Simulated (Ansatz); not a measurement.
System: sum formula H2SiO2F, charge 0, multiplicity 2. It need not be the lowest isomer of its formula. SMILES: O[Si](O)F
Coordinates optimised at B3LYP-D3(BJ)/def2-TZVP (Ansatz, a program for electronic structure):
```
Si
F 1 1.6015
O 1 1.6363 2 105.43
H 3 0.9619 1 117.75 2 -163.97
O 1 1.6456 2 111.15 3 -116.55
H 5 0.9618 1 118.46 2 -70.13
```
Charge 0, spin multiplicity 2.

Parts of the frozen-core correlation energy in 6-31G* (Ansatz, hartree). Frozen orbitals: 8; correlated occupied orbitals by spin: 13 and 12; virtual: 47 and 48. UHF or UKS for open shells. No spin-orbit coupling. No relativistic terms.

| term | value |
|---|---|
| reference (HF) | -539.35026 |
| MP2 opposite-spin | -0.43395 |
| MP2 same-spin | (withheld) |
| CCSD correlation | (withheld) |
| (T) | (withheld) |
| T1 diagnostic | 0.015 |
| largest doubles amplitude | 0.019 |
| <S^2> of the reference | 0.753 |

Task: Complete the blanks.

Result: 
- MP2 same-spin, value: -0.16563
- CCSD correlation, value: -0.61305
- (T), value: -0.01113
